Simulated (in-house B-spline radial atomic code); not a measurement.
## Two electrons outside the [Kr] 4d10 5s2 5p6 core: Pr³⁺

Computed with a B-spline radial code for spherical atoms: configuration interaction (CI) of the two valence electrons in the field of the frozen Dirac-Fock core, alone and with many-body perturbation theory for the core (screened one- and two-electron correlation potentials), Breit and QED terms; no-pair Dirac Hamiltonian, finite nucleus. Labels give the configuration (outer n counted up each series) and the leading LS term, or the jj pair where no LS term holds 70 %.

The lowest nd levels tend to come out too strongly bound in this method, by some 0.05 to 0.2 eV for each d electron where measurements exist, which shifts their lines and rates.

Command:
```bash
python run_mb.py task.json out
```
Settings (nuclear radius in fm, box in bohr, cutoff in hartree):
```
basis_form          3
Z                   59
core_configuration  [Kr] 4d10 5s2 5p6
rms_radius          4.8919
mass_number         141
speed_of_light      137.036
box_radius          18.0
lmax                6
intervals           64
virtual_cutoff      6962.0
```

Cost of the run: 4 min on 1 thread of Arm Neoverse N1 (shared host).

Excitation energies (cm⁻¹):

| level | purity of the LS term | CI alone | CI + MBPT + Breit + QED | Landé g of the LS mixture |
| --- | --- | --- | --- | --- |
| 4f2 3H4 | 0.973 | 0 | 0 | 0.81 |
| 4f2 3H5 | 1.0 | 1733 | 2131 | 1.03 |
| 4f2 3H6 | 0.997 | 3559 | 4352 | 1.17 |
| 4f2 3F2 | 0.979 | 4964 | 5103 | 0.67 |
| 4f2 3F3 | 1.0 | 6067 | 6502 | 1.08 |
| 4f2 (5/2,7/2)4 | 0.659 (3F) | 5871 | 6953 | 1.16 |
| 4f2 (7/2,7/2)4 | 0.647 (1G) | 8241 | 10020 | 1.08 |
| 4f2 1D2 | 0.903 | ? | ? | ? |
| 4f2 3P0 | 0.992 | 21686 | 22008 | - |
| 4f2 1I6 | 0.997 | 22274 | 22271 | 1.00 |
| 4f2 3P1 | 1.0 | 22186 | 22606 | 1.50 |
| 4f2 3P2 | 0.924 | 23068 | 23731 | 1.46 |
| 4f2 1S0 | 0.992 | 42019 | 50639 | - |
| 4f5d (5/2,3/2)°4 | 0.666 (1G) | 10048 | 62512 | 0.96 |
| 4f5d 3F°2 | 0.705 | ? | ? | ? |

(1) Where does 4f2 1D2 lie?

(2) Where does 4f5d 3F°2 lie?

(3) What is the first ionisation energy?

Some electric-dipole lines (reduced elements in atomic units, length form; vacuum wavelengths from the computed energies):

```
           upper    lower  D bare (size)  D with core polarisation (size)  λ (nm)  A (s⁻¹)
4f5d (5/2,3/2)°4  4f2 3H4          0.732                            0.486  159.97  1.3e+07
4f5d (5/2,3/2)°4  4f2 3H5         0.0303                           0.0297  165.61  4.4e+04
```

Weak lines are less accurate than strong ones.

Results:

(1) 17017 cm⁻¹ in CI alone and 17781 cm⁻¹ with all corrections; g = 1.03.

(2) 11046 cm⁻¹ in CI alone and 62897 cm⁻¹ with all corrections; g = 0.77.

(3) 39.134 eV to the 4f5/2 state of the next ion (30.304 eV from CI alone). NIST lists 38.981 ± 0.025 eV (semi-empirical).
